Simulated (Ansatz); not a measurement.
Start from `[OH][Ti]([OH])([OH])[SH]` and change one atom or group to get `[OH][Ti]([OH])([OH])[Br]`.

Ansatz, PBE0-D4/def2-TZVP geometries, multiplicity 1. Each molecule was computed in one conformer, which needn't be the lowest.

Scalar relativity is left out up to krypton.

```
                                        property  `[OH][Ti]([OH])([OH])[SH]`
  size of the dipole moment (PBE/def2-TZVPP) / D                        2.88
              HOMO energy (PBE0/def2-TZVPP) / eV                       -7.31
size of the dipole moment (B3LYP/def2-TZVPP) / D                        2.91
            HOMO–LUMO gap (PBE0/def2-TZVPP) / eV                        5.54
             HOMO energy (B3LYP/def2-TZVPP) / eV                       -7.07
           HOMO–LUMO gap (B3LYP/def2-TZVPP) / eV                        5.02
```

**Question.** What does the change do to each property? (Best estimate.)

**Answer.** Ansatz gave: 
| property | `[OH][Ti]([OH])([OH])[Br]` | shift |
| --- | --- | --- |
| size of the dipole moment (PBE/def2-TZVPP) / D | 2.73 | -0.15 |
| HOMO energy (PBE0/def2-TZVPP) / eV | -8.16 | -0.85 |
| size of the dipole moment (B3LYP/def2-TZVPP) / D | 2.74 | -0.17 |
| HOMO–LUMO gap (PBE0/def2-TZVPP) / eV | 6.12 | 0.58 |
| HOMO energy (B3LYP/def2-TZVPP) / eV | -7.89 | -0.82 |
| HOMO–LUMO gap (B3LYP/def2-TZVPP) / eV | 5.57 | 0.55 |

With PBE0 the HOMO falls by 0.85 eV and the LUMO falls by 0.27 eV, so the gap widens by about 0.58 eV. PBE moves the HOMO by -0.75 eV and ωB97M-V by -0.88 eV. The zero-point energy changes by -21.4 kJ/mol with -3 modes. Dipoles are sizes alone; their direction can turn.

B3LYP here is the variant with VWN-RPA as its local correlation; programs differ in this.

Spin–orbit coupling is left out; it splits and shifts lone-pair levels of the heavy atoms by tenths of an eV.
